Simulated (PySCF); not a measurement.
# Two structures, one formula

The two ends of one reaction step of GaH2Cl, singlet (PBE0-D4/def2-TZVP).

A:

```xyz
4
angstrom
Ga -0.1353 0.1112 -0.1107
Cl 1.2525 -1.0556 1.0417
H 0.2823 0.3673 -1.5878
H -1.4081 0.5737 0.6560
```

B:

| atom | x (Å) | y (Å) | z (Å) |
| --- | --- | --- | --- |
| Ga1 | -1.0099 | 0.4611 | 0.2793 |
| Cl2 | 2.3193 | -1.0966 | -0.6454 |
| H3 | 1.1702 | -0.5604 | -0.3282 |
| H4 | -2.4628 | 1.1440 | 0.6893 |

Computed with PySCF 2.14 with density fitting (its default auxiliary sets; JK sets also for MP2 and CCSD(T)) (basis: def2-TZVPP); correlated methods freeze the cores. Filled d shells of the heavier atoms are correlated. The def2 sets are not built for correlating such inner shells, so the correlated values are less sure here. B3LYP uses VWN-RPA correlation.

Task: Which structure is lower at CCSD(T), and by how much? (Judge from chemistry; the value comes from the calculation.)

Result: The calculation gives: A, by 1.968 eV (electronic energy, against the other). By their contacts, A is GaH₂Cl ([Cl][GaH2]) and B is a complex of GaH + HCl.

All methods give the same order:

```json
{"method": "SPW92", "E(B) − E(A) (eV)": "1.963"}
{"method": "PBE-D4", "E(B) − E(A) (eV)": "1.749"}
{"method": "r2SCAN-D4", "E(B) − E(A) (eV)": "2.068"}
{"method": "PBE0-D4", "E(B) − E(A) (eV)": "1.905"}
{"method": "B3LYP-D4", "E(B) − E(A) (eV)": "1.720"}
{"method": "BHLYP-D4", "E(B) − E(A) (eV)": "1.904"}
{"method": "wB97M-V", "E(B) − E(A) (eV)": "1.887"}
{"method": "HF", "E(B) − E(A) (eV)": "2.022"}
{"method": "MP2", "E(B) − E(A) (eV)": "2.112"}
{"method": "CCSD", "E(B) − E(A) (eV)": "1.960"}
{"method": "CCSD(T)", "E(B) − E(A) (eV)": "1.968"}
```

T1 diagnostic: at most 0.013.

Labels in which every atom is bracketed show which atoms are joined, not bond orders.

For scale, one of the runs: CCSD(T)/def2-TZVPP, 118 basis functions, launched by `OMP_NUM_THREADS=4 python run.py`. Hardware: 4 CPU threads of an Arm Neoverse V1, shared host. Wall time about 39 s.
